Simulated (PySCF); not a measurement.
# Polarisability and C₆ of Mn (manganese, neutral)

[Ar] 3d5 4s2, high-spin 6S determinant. All numbers are calculated (PySCF 2.14, the spin-free X2C one-electron Hamiltonian (Gaussian nucleus), in aug-cc-pwCVTZ-DK). Coupled (time-dependent) response in atomic units; α is the mean over directions.

```json
{"method": "M06-L", "mean α (bohr³)": "66.57", "C₆ (like pair)": "629.1", "S(−4)": "2281"}
```

S(−4) is the Cauchy moment in α(ω) = α(0) + S(−4) ω² + …

Reference α: 68 ± 9 bohr³ (recommended; Schwerdtfeger and Nagle, table of static dipole polarizabilities (2023 update)). Published C₆: 552.0 (Chu and Dalgarno (2004); Tang, Norbeck and Certain (1976)).

α(iu) at M06-L:

```csv
u (hartree),α(iu) (bohr³)
0,66.57
0.0500,61.40
0.100,50.28
0.200,30.50
0.300,19.45
0.500,10.06
0.750,5.876
1.00,4.030
1.50,2.369
2.00,1.613
3.00,0.9140
5.00,0.4215
```
